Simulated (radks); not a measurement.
These are the eigenvalues of the occupied orbitals of an atom or ion with whole-number occupations (hartree). Calculated with a radial shooting solver on a logarithmic mesh with Libxc functionals: Dirac Kohn-Sham, PBEsol, spin-unpolarised, spherical densities, point nucleus.

1s1/2: -690.7282
2s1/2: -96.86663
2p1/2: -88.93532
2p3/2: -85.41932
3s1/2: -16.40212
3p1/2: -13.41730
3p3/2: -12.84738
3d3/2: -7.57335
3d5/2: -7.46719
4s1/2: -2.42476
4p1/2: -1.59077
4p3/2: -1.51057
4d3/2: -0.32143
5s1/2: -0.25016
5p1/2: -0.11046

Which element is it, and in what charge state? The configuration may be excited. Open shells, if any, fill j = l - 1/2 first.

Answer. Z = 41, niobium, charge 0: Nb in [Kr] 4d2 5s1 5p2. The list shows which subshells hold electrons but not how many an open one holds; the 1s level, -690.73 hartree, gives Z - s = 37.2 by -(Z - s)^2/2, which with screening and relativity narrows Z to a few neighbours, and the depths of the outer levels then fix element, charge and occupations together.
